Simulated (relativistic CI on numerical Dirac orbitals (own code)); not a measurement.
**Hyperfine structure of Sm IV, mass number 147**

Method of calculation: Dirac-Coulomb-Breit CI, KLI orbitals optimised for each configuration, model QED (radiative potential, 1s self-energy scaled to tabulated hydrogen-like ionisation energies), valence Slater integrals scaled by 0.85, P86 correlation energy added to each configuration (own radial code, finite nucleus).

Configuration list (outside the closed core [Xe]): 4f5, 4f4 5d, 4f4 6s, 4f4 6p, 4f4 7s, 4f4 7p, 4f3 6s2. Levels of other configurations are missing.

Nuclear spin I = 7/2, μ = -0.809 μN, Q = -0.26 b (tables of Stone and Pyykkö). The electronic factors are computed for point nuclear moments, without core polarisation; leaving it out makes A of s and p electrons in near-neutral atoms 20 to 40 % too small, and it can dominate for d and f shells.

```json
{"Level": "4f5 6H°_5/2", "E (eV)": "0.0000", "A (MHz)": "-232", "B (MHz)": "171"}
{"Level": "4f5 6H°_7/2", "E (eV)": "0.1270", "A (MHz)": "-160.3", "B (MHz)": "146"}
{"Level": "4f5 6H°_9/2", "E (eV)": "0.2751", "A (MHz)": "-129.9", "B (MHz)": "153"}
{"Level": "4f5 6H°_11/2", "E (eV)": "0.4379", "A (MHz)": "-116.1", "B (MHz)": "179"}
{"Level": "4f5 6H°_13/2", "E (eV)": "0.6102", "A (MHz)": "-110.4", "B (MHz)": "221"}
{"Level": "4f5 6H°_15/2", "E (eV)": "0.7875", "A (MHz)": "-109.1", "B (MHz)": "275"}
{"Level": "4f5 6F°_1/2", "E (eV)": "0.8431", "A (MHz)": "-456", "B (MHz)": ""}
{"Level": "4f5 6F°_3/2", "E (eV)": "0.8720", "A (MHz)": "-162.3", "B (MHz)": "14.1"}
```

Levels with J = 0, under 50 % of one LS term, or S terms without an open s electron are left out. Small factors come from cancelling terms and can be off by tens of per cent or more.

Correlation outside the listed configurations is missing or only estimated: errors of thousands of cm⁻¹ between configurations and terms are usual at this charge. Rates and lifetimes follow the computed energies and can be off by large factors. The fine structure of a lone outer electron comes out too small, for d and f at times inverted, and misplaced configurations move strength between like terms.

(1) Give the hyperfine levels of 4f5 6H°_5/2 relative to its centre of gravity.

## Answers

(1) With K = F(F + 1) − I(I + 1) − J(J + 1), E = AK/2 + B[¾K(K + 1) − I(I + 1)J(J + 1)]/[2I(2I − 1)J(2J − 1)]: F = 1: 2702, F = 2: 2189, F = 3: 1438, F = 4: 470.6, F = 5: -683.2, F = 6: -1987 MHz.

LS names give the leading component of a level, which can be under half, so a name can repeat, a term be missing and a line seem to break the LS rules.
